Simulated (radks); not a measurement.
Results of a calculation; reference values are marked as such.
Problem. Ta4+, 69 electrons, occupied as [Xe] 4f14 5d1 (the NIST ground configuration). Level of theory: scalar-relativistic Kohn-Sham, BP86, spin-unpolarised, spherical densities, finite nucleus; Fermi nuclear charge, rms radius 5.3507 fm (a radial shooting solver on a logarithmic mesh with Libxc functionals). Some entries of the table are withheld. Estimate them.

orbital,occ.,eigenvalue (eV),<r^2> (bohr^2)
1s,2,-67397.99,0.0004788
2s,2,(1),0.007375
2p,6,-10186.96,0.006082
3s,2,-2693.665,0.04795
3p,6,-2268.555,0.04864
3d,10,-1771.713,0.04038
4s,2,(2),0.2377
4p,6,-443.3981,(3)
4d,10,-264.6415,0.3173
5s,2,-114.9985,1.335
5p,6,-80.7445,1.796
4f,14,-67.0776,0.5087
5d,1,-41.1889,3.396
6s,0,(4),7.010
6p,0,-28.0422,9.901

Solution. 
(1) 2s eigenvalue (eV): -11615.47
(2) 4s eigenvalue (eV): -582.8867
(3) 4p <r^2> (bohr^2): 0.2706
(4) 6s eigenvalue (eV): -36.4377
